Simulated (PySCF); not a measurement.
All values below come from PBE-D3(BJ)/def2-TZVP // PBE-D3(BJ)/def2-SVP (PySCF). All species are isolated molecules in the gas phase. One relaxed conformer stands for a flexible species; it need not be the lowest. 

Reference species: [Hf(Cl)4] (neutral, multiplicity 1).

```
Item                                     Result
-------------------------------------  --------
LUMO                                   -3.05 eV
charge on the central atom (Mulliken)    1.09 e
```

Changed species: [Hf(NH2)4] (4 of 4 Cl replaced by NH2; the reference has 0 of 4 Cl replaced by NH2).

Task: Give the shifts of the LUMO and charge on the central atom (Mulliken).

Result: the LUMO rises by 2.48 eV, to -0.57 eV; the charge on the central atom (Mulliken) rises by 0.12 e, to 1.21 e.
